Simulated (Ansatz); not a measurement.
`CC(=N)CI` and `CC(=N)BCl` differ in one atom or group.

Ansatz, PBE0-D4/def2-TZVP geometries, multiplicity 1. Each molecule was computed in one conformer, which needn't be the lowest.

Elements past krypton have def2 core potentials.  Spin–orbit coupling is left out; it splits and shifts lone-pair levels of the heavy atoms by tenths of an eV.

| property | `CC(=N)CI` |
| --- | --- |
| ideal-gas entropy at 298 K and 1 bar (rigid rotor, harmonic PBE0-D4/def2-TZVP) / J/(mol·K) | 347 |
| zero-point energy (PBE0-D4/def2-TZVP) / kJ/mol | 230.0 |
| HOMO energy (PBE0/def2-TZVPP) / eV | -7.38 |
| LUMO energy (B3LYP/def2-TZVPP) / eV | -1.63 |
| LUMO energy (PBE0/def2-TZVPP) / eV | -1.41 |
| LUMO energy (PBE/def2-TZVPP) / eV | -2.34 |

Question: What does the change do to each property? (An estimate is asked.)

Answer: Ansatz gave: 
| property | `CC(=N)BCl` | shift |
| --- | --- | --- |
| ideal-gas entropy at 298 K and 1 bar (rigid rotor, harmonic PBE0-D4/def2-TZVP) / J/(mol·K) | 335 | -12 |
| zero-point energy (PBE0-D4/def2-TZVP) / kJ/mol | 191.8 | -38.2 |
| HOMO energy (PBE0/def2-TZVPP) / eV | -7.68 | -0.30 |
| LUMO energy (B3LYP/def2-TZVPP) / eV | -2.55 | -0.92 |
| LUMO energy (PBE0/def2-TZVPP) / eV | -2.35 | -0.94 |
| LUMO energy (PBE/def2-TZVPP) / eV | -3.33 | -0.99 |

With PBE0 the HOMO falls by 0.30 eV and the LUMO falls by 0.94 eV, so the gap narrows by about 0.64 eV. PBE moves the HOMO by -0.01 eV and ωB97M-V by -0.48 eV. The zero-point energy changes by -38.2 kJ/mol with -3 modes. Modes under 60 cm⁻¹, often nearly free rotors, make the harmonic entropy too high.

B3LYP here is the variant with VWN-RPA as its local correlation; programs differ in this.
